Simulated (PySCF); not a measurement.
## Working out the excitation energy of P+

P+ [Ne] 3s2 3p2 (3P) → P+ [Ne] 3s1 3p3 (5S). All numbers are calculated (PySCF 2.14, the spin-free X2C one-electron Hamiltonian (Gaussian nucleus), in x2c-TZVPPall (5s5p3d1f, 42 functions)). Frozen: 1s2. Energies in hartree (1 hartree = 27.21139 eV):

| part | P+ (lower) | P+ (upper) |
| --- | --- | --- |
| UHF | -341.162357 | -341.015955 |
| MP2 opposite-spin | -0.162590 | -0.107866 |
| MP2 same-spin | -0.059033 | -0.068271 |

**Question.** What does Hartree-Fock give?

**Answer.** (-341.015955) − (-341.162357) = 0.146402 hartree = 3.984 eV.

**Question.** What do MP2 and SCS-MP2 (6/5 opposite-spin, 1/3 same-spin) give?

**Answer.** The opposite-spin parts differ by 1.489 eV and the same-spin parts by -0.251 eV. MP2: 3.984 + (1.489) + (-0.251) = 5.222 eV. SCS-MP2: 3.984 + 1.2 × (1.489) + (-0.251)/3 = 5.687 eV.

Measured between the centres of the two terms (NIST): 5.627 eV, so MP2 (valence and next inner shell) is off by -0.405 eV.

What remains against the reference includes basis incompleteness, the frozen core and correlation beyond second order.
